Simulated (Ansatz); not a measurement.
`C[P+](C)(C)[Cu-][OH]`. The species carries charge 0 and has multiplicity 1. For Cu the d shell is correlated and the shells below it are frozen. Scalar relativity is left out up to krypton.

```xyz
16

C     0.017    0.199   -1.770
P     0.004   -0.007    0.039
C     1.767    0.121    0.475
C    -0.672    1.581    0.622
Cu   -0.996   -1.767    0.759
O    -1.772   -3.213    1.478
H     0.505   -0.662   -2.230
H     0.545    1.110   -2.062
H    -1.009    0.243   -2.139
H     1.875    0.113    1.561
H     2.211    1.036    0.075
H     2.302   -0.743    0.078
H    -0.633    1.614    1.712
H    -0.111    2.426    0.215
H    -1.717    1.663    0.320
H    -2.317   -3.712    0.868
```

Task: Give the diagnostics of a CCSD(T)/def2-TZVPP run (frozen core, Ansatz). (An estimate is asked.)

Result: Computed: T1 = 0.0221, largest single amplitude 0.051, largest double 0.016, (T) share of the correlation energy 4.3 %, 14 CCSD cycles. The RHF solution is stable towards an unrestricted one. T1 lies over the customary mark of 0.02 for closed shells; compounds of d metals often pass it without a breakdown.
